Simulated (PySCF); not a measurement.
# Ionisation energy of Te³⁸⁺ by level of theory

Te³⁸⁺ [Ne] 3s2 3p2 (3P) → Te³⁹⁺ [Ne] 3s2 3p1 (2P), as a difference of total energies. Calculation: PySCF 2.14, in an uncontracted even-tempered set (18 s from 6.6 bohr⁻², ratio 2.5; 12 p from 8.6 bohr⁻², ratio 2.5; 4 d from 35 bohr⁻², ratio 2.7; 4 f from 52 bohr⁻², ratio 2.7); the spin-free X2C one-electron Hamiltonian (Gaussian nucleus). Correlated levels: outer shells: 1s2 frozen; virtual orbitals above 40 to 60 times the deepest correlated orbital energy dropped. The calculations carry no spin-orbit coupling.

```tsv
method	ionisation energy (eV)
UHF	2662.8
LDA	2664.1
PBE	2664.6
PBE0	2664.5
r2SCAN	2664.9
PW91	2665.2
revPBE	2664.6
MP2 (outer shells)	2663.3
SCS-MP2 (outer shells)	2663.1
```

Spin-orbit coupling is strong in these open shells (close to jj coupling). The scalar numbers leave it out and a first-order estimate fails, so it can dominate the gap to the real levels.

Breit and QED terms and the two-electron picture change are absent.

For comparison: 2700 ± 4 eV (theoretical estimate listed by NIST; NIST Atomic Spectra Database, ionization energies).
